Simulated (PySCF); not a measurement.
From one molecule to another.

First species: C6H15OP.
SMILES with atom numbers: `[CH3:1][CH2:2][C@@H:3]([CH3:4])[P@H:5](=[O:6])[CH2:7][CH3:8]` (hydrogens: H9, H10, H11 on C1; H12, H13 on C2; H14 on C3; H15, H16, H17 on C4; H18 on P5; H19, H20 on C7; H21, H22, H23 on C8)

Second species: C5H13O2P.
Numbering: `[CH3:1][CH2:2][CH2:3][P@@:4]([CH3:5])(=[O:6])[CH2:7][OH:8]` (hydrogens: H9, H10, H11 on C1; H12, H13 on C2; H14, H15 on C3; H16, H17, H18 on C5; H19, H20 on C7; H21 on O8)

Levels: CAM-B3LYP/def2-SVPD for dipole moment, HOMO energy, LUMO energy, HOMO–LUMO gap, static isotropic polarisability and electronic spatial extent ⟨r²⟩ about the centre of nuclear charge; TDDFT CAM-B3LYP/def2-SVPD for lowest singlet excitation; TDA CAM-B3LYP/def2-SVPD for lowest triplet excitation (Tamm–Dancoff); ΔSCF CAM-B3LYP/def2-SVPD for vertical ionisation energy; PBE0-D3(BJ)/def2-SVP for rotational constant A and rotational constant C. Geometries: PBE0-D3(BJ)/def2-SVP. Each structure is a single optimised conformer of the isolated species, non-relativistic unless stated; the electronic structure was computed with PySCF and density fitting.

The conformers computed, where there is a choice (atom-mapped SMILES and torsion angles):
- `[CH3:1][CH2:2][C@@H:3]([CH3:4])[P@H:5](=[O:6])[CH2:7][CH3:8]`: C1–C2–C3–C4 -179°, C2–C3–P5–O6 -47°, C3–P5–C7–C8 -177°
- `[CH3:1][CH2:2][CH2:3][P@@:4]([CH3:5])(=[O:6])[CH2:7][OH:8]`: C1–C2–C3–P4 -173°, C2–C3–P4–C5 -80°, C3–P4–C7–O8 -83°, H–O8–C7–P4 -35°

```tsv
property	column X	column Y
dipole moment	4.62 D	4.15 D
HOMO energy	-8.92 eV	-8.84 eV
LUMO energy	0.92 eV	1.12 eV
HOMO–LUMO gap	9.84 eV	9.96 eV
lowest singlet excitation	7.05 eV	7.11 eV
lowest triplet excitation (Tamm–Dancoff)	6.76 eV	6.80 eV
static isotropic polarisability	92.6 au	100.2 au
vertical ionisation energy	9.62 eV	9.48 eV
electronic spatial extent ⟨r²⟩ about the centre of nuclear charge	1470 bohr²	1471 bohr²
rotational constant A	2.410 GHz	2.657 GHz
rotational constant C	0.890 GHz	0.898 GHz
```

**Question.** Which column belongs to which species?

**Answer.** Column X is the second species and column Y the first. The first has 23 atoms and 74 electrons, the second 21 and 74.

**Question.** How does each property change from the first species to the second?

**Answer.** dipole moment +0.47 D; HOMO energy -0.08 eV; LUMO energy -0.20 eV; HOMO–LUMO gap -0.12 eV; lowest singlet excitation -0.06 eV; lowest triplet excitation (Tamm–Dancoff) -0.04 eV; static isotropic polarisability -7.6 au; vertical ionisation energy +0.14 eV; electronic spatial extent ⟨r²⟩ about the centre of nuclear charge -1 bohr²; rotational constant A -0.247 GHz; rotational constant C -0.008 GHz.

On the first: S1 lies 2.85 eV below the HOMO–LUMO gap; its leading configuration is HOMO→LUMO, weight 0.56. The principal polarisabilities are 88.0, 97.5 and 114.9 au; their mean is the isotropic value.

On the second: The polarisability is 13.73 Å³ as a volume (1 au = 0.148185 Å³), or 1.25 au for each of the 74 electrons.
